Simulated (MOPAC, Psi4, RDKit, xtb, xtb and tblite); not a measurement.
Two geometries of SMILES C=CCCOC, relaxed at GFN2-xTB with one dihedral held; other torsions can differ between them too.

Structure A

```
16

C      2.2737     1.5668     0.7719
C      1.6537     0.8117    -0.1153
C      0.5579    -0.1503     0.2096
C     -0.7399     0.2238    -0.5277
O     -1.6604    -0.8354    -0.6381
C     -2.2763    -1.2006     0.5713
H      2.0251     1.5310     1.8201
H      3.0602     2.2472     0.4934
H      1.9225     0.8669    -1.1622
H      0.8477    -1.1514    -0.1236
H      0.3903    -0.1766     1.2874
H     -0.5052     0.4931    -1.5613
H     -1.2086     1.0904    -0.0372
H     -2.7390    -0.3325     1.0574
H     -3.0479    -1.9247     0.3161
H     -1.5691    -1.6621     1.2694
```

Structure B

```
16

C     -2.1340     1.8214     0.8047
C     -1.6191     0.9060     0.0054
C     -0.5478    -0.0616     0.3947
C      0.7129     0.0673    -0.4938
O      1.8739     0.3940     0.2327
C      1.9387     1.7410     0.6297
H     -1.8107     1.9276     1.8278
H     -2.9052     2.4982     0.4785
H     -1.9642     0.8194    -1.0173
H     -0.9428    -1.0763     0.3058
H     -0.2588     0.0892     1.4358
H      0.9449    -0.8890    -0.9685
H      0.5430     0.8147    -1.2831
H      1.9269     2.4086    -0.2414
H      2.8787     1.8599     1.1648
H      1.1083     2.0157     1.2890
```

**Question.** Which is lower in energy at the level wB97X-D/def2-TZVP // GFN2-xTB (Psi4), and by how much?

**Answer.** A is lower, by 2.54 kcal/mol (dihedral C2–C3–C4–O5: 160° in A, 120° in B).

E(B) − E(A) in kcal/mol at the other levels, on the same two geometries: GFN2-xTB (xtb and tblite) 1.45; MMFF94 // GFN2-xTB (RDKit) 1.33; B3LYP/def2-TZVP // GFN2-xTB (Psi4) 3.07; B3LYP-D3(BJ)/def2-TZVP // GFN2-xTB (Psi4) 2.67; PBE/def2-TZVP // GFN2-xTB (Psi4) 2.86; PBE-D3(BJ)/def2-TZVP // GFN2-xTB (Psi4) 2.60; UFF // GFN2-xTB (RDKit) 2.44; AM1, restricted, heats of formation // GFN2-xTB (MOPAC) 1.06; PM3, restricted, heats of formation // GFN2-xTB (MOPAC) 1.00; GFN1-xTB // GFN2-xTB (xtb) 1.23.
